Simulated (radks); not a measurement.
Values are calculated unless marked as measured or tabulated.
How relativity changes the ionisation of the europium ion Eu2+ ([Xe] 4f7) to Eu3+ ([Xe] 4f6). Spin-unpolarised spherical Kohn-Sham, BLYP, point nucleus unless stated (finite: rms radius 5.1115 fm), a radial shooting solver on a logarithmic mesh with Libxc functionals. A level marked "c x" has the speed of light scaled by that factor and shares open shells by 2j + 1; other Dirac levels either fill j = l - 1/2 first or share by 2j + 1.

| level | E(Eu2+) (hartree) | E(Eu3+) (hartree) | IE (eV) | HOMO | <r> HOMO (bohr) |
|---|---|---|---|---|---|
| non-rel. | -10426.2640 | -10425.2457 | 27.709 | 4f | 0.9051 |
| scalar-rel. | -10844.2333 | -10843.3424 | 24.243 | 4f | 0.9581 |
| scalar-rel., finite nucleus | -10843.4673 | -10842.5763 | 24.244 | 4f | 0.9581 |
| Dirac, 2j+1 shares | -10852.3341 | -10851.4457 | 24.174 | 4f7/2 | 0.9664 |
| Dirac, low j first | -10852.4023 | -10851.5311 | 23.705 | 4f7/2 | 0.9706 |
| Dirac, 2j+1 shares, finite nucleus | -10851.5637 | -10850.6753 | 24.175 | 4f7/2 | 0.9663 |
| Dirac, c x 0.85 | -11044.4839 | -11043.6426 | 22.891 | 4f7/2 | 0.9957 |
| Dirac, c x 1.25 | -10687.9875 | -10687.0534 | 25.418 | 4f7/2 | 0.9421 |
| Dirac, c x 2 | -10524.3475 | -10523.3625 | 26.803 | 4f7/2 | 0.9187 |

NIST Atomic Spectra Database: 24.84 eV (semi-empirical). The relativistic part of the total energy of Eu2+ is -425.3 hartree (Dirac, 2j+1 shares, finite nucleus), 4.1 % of the non-relativistic value. Spin polarisation and multiplet splitting of open shells are left out at every level.

Beside tabulated values, note that relativity, absent from the non-relativistic runs, is large for the heavy elements, and spin-unpolarised runs miss the spin-polarisation part of the exchange energy of open shells.
